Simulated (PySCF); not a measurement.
# BBrF, SMILES `F[B]Br` (charge 0, multiplicity 2)

The numbers are results of PBE0-D4/def2-TZVP (PySCF), not measurements.

```json
{
  "highest_occupied_spin_orbital": "-6.73 eV",
  "dipole_moment": "0.09 D",
  "total_energy": "-2698.4890 Ha",
  "cost": "very roughly 70 core-seconds"
}
```

Bonded distances (Å): F1–B2 1.297, B2–Br3 1.905. Bond angles (°): F1–B2–Br3 122.9.
Charge 0, spin multiplicity 2.
